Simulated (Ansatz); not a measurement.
Single points on the cluster Li12.

```yaml
crystal:
  periodic: [false, false, false]
  atoms:
    - {symbol: Li, position_ang: [-0.114991, 2.373151, 0.579360]}
    - {symbol: Li, position_ang: [-2.805970, -1.592377, -1.470613]}
    - {symbol: Li, position_ang: [-3.099565, 1.624903, -0.934227]}
    - {symbol: Li, position_ang: [1.032127, -1.895040, -1.185301]}
    - {symbol: Li, position_ang: [1.100011, -0.216042, 1.639473]}
    - {symbol: Li, position_ang: [2.071592, 0.787706, -0.703324]}
    - {symbol: Li, position_ang: [-0.615268, 0.633558, -2.748633]}
    - {symbol: Li, position_ang: [-0.969814, -2.529937, 0.983986]}
    - {symbol: Li, position_ang: [-2.465031, 0.200067, 1.703947]}
    - {symbol: Li, position_ang: [3.688032, -1.296075, 0.727853]}
    - {symbol: Li, position_ang: [-0.931031, -0.100888, -0.336765]}
    - {symbol: Li, position_ang: [3.109897, 2.010953, 1.744234]}
basis:
  gaussian: {orbitals: 6-31G}
hamiltonian: {xc: {name: B3LYP}}
scf: {omitted_lower_state_checks: [starts]}
output: {orbitals: {seedname: orbitals}}
```

The file start.molden holds the orbitals of an earlier run on this structure, at another level or in another basis.

```sh
$ ansatz run in.yaml --threads 4 --pin off --events-out ev --progress --plain --max-ram 3916MiB
```

Shortened log:

```
Functional definition: B3LYP
1260 factors; their error is unknown
mean field evaluation 1: about -2447.0558 eV, gradient 3.4e1 eV
mean field evaluation 2: about -2415.9851 eV, gradient 5.0e1 eV
mean field evaluation 4: about -2454.9387 eV, gradient 1.3e1 eV
mean field evaluation 8: about -2456.7657 eV, gradient 1.9e-1 eV
mean field evaluation 16: about -2456.6791 eV, gradient 4.9e-4 eV
mean field -2456.67913967 eV, -90.2812931859 hartree, gradient 2.3e-5 eV, S^2 0.000000; 0 other end points of the search recorded, 0 dependent functions left out
reference -2456.67942835 eV, -90.2813037946 hartree; 18, 18 occupied and 90, 90 virtual orbitals, 1260 factors
Total energy: -2456.67942835 eV, -90.2813037946 hartree
Checks for a lower state left out: starts
```

It took 2.7 s on 4 threads of Arm Neoverse V2 on a shared host.

First input, but with `gaussian: {orbitals: def2-TZVP, initial_orbitals: start.molden}`, `hamiltonian: {xc: pbe}`, `correlation: {method: rpa}` and without the key `output` (abridged; 5.5 s):

```
Functional definition: PBE
mean field -2448.69687331 eV, -89.9879503078 hartree, gradient 2.4e-6 eV, S^2 0.000000
Total energy: -2461.84952146 eV, -90.4713012123 hartree
Checks for a lower state left out: starts
```

First input, but with `gaussian: {orbitals: def2-TZVPD, initial_orbitals: start.molden}`, `hamiltonian: {xc: pbe0}` (abridged; 3.5 s):

```
Functional definition: PBE0
mean field -2449.96940881 eV, -90.0347151250 hartree, gradient 5.7e-5 eV, S^2 0.000000
Total energy: -2449.96945870 eV, -90.0347169583 hartree
Checks for a lower state left out: starts
```

First input, but with `gaussian: {orbitals: def2-TZVP, initial_orbitals: start.molden}`, `hamiltonian: {xc: pbe0}` (abridged; 2.3 s):

```
Functional definition: PBE0
mean field -2449.95382288 eV, -90.0341423527 hartree, gradient 4.3e-5 eV, S^2 0.000000
Total energy: -2449.95386445 eV, -90.0341438802 hartree
Checks for a lower state left out: starts
```

As the first input, with `gaussian: {orbitals: def2-SVP, initial_orbitals: start.molden}`, `hamiltonian: {xc: pbe}` (abridged; 1.9 s):

```
Functional definition: PBE
mean field -2446.56197025 eV, -89.9094940674 hartree, gradient 1.8e-5 eV, S^2 0.000000
Total energy: -2446.56203347 eV, -89.9094963906 hartree
Checks for a lower state left out: starts
```

First input, but with `gaussian: {orbitals: def2-TZVPD, initial_orbitals: start.molden}`, `hamiltonian: {xc: r2scan}` (abridged; 7 s):

```
Functional definition: r2SCAN
mean field -2454.02591357 eV, -90.1837889251 hartree, gradient 2.1e-5 eV, S^2 0.000000
Total energy: -2454.02593702 eV, -90.1837897869 hartree
Checks for a lower state left out: starts
```

First input, but with `gaussian: {orbitals: def2-TZVP, initial_orbitals: start.molden}`, `hamiltonian: {xc: {name: PBE-QIDH}}` and without the key `output` (abridged; 5.5 s):

```
Functional definition: PBE-QIDH
mean field -2444.84805720 eV, -89.8465089244 hartree, gradient 3.0e-6 eV, S^2 0.000000; unrestricted orbitals would lower it
second order -16.63200803 eV of doubles, -0.00000000 eV of singles
Total energy: -2450.39207661 eV, -90.0502478801 hartree
Checks for a lower state left out: starts
```

Geometry: PBE0/def2-SVP.

B3LYP takes the VWN-RPA correlation. Correlated methods freeze no core orbitals; core or outer-core shells of Li are correlated, in sets that lack core-valence functions. The restricted singlet is unstable towards broken spin symmetry in Hartree–Fock (as tested in another run); at B3LYP/6-31G, RPA@PBE/def2-TZVP, PBE0/def2-TZVPD, PBE0/def2-TZVP and others this wasn't settled. At PBE-QIDH/def2-TZVP the restricted singlet (for correlated methods, its reference) is unstable: a solution with broken spin symmetry lies lower. The structure comes from a short search, and lower isomers may exist.
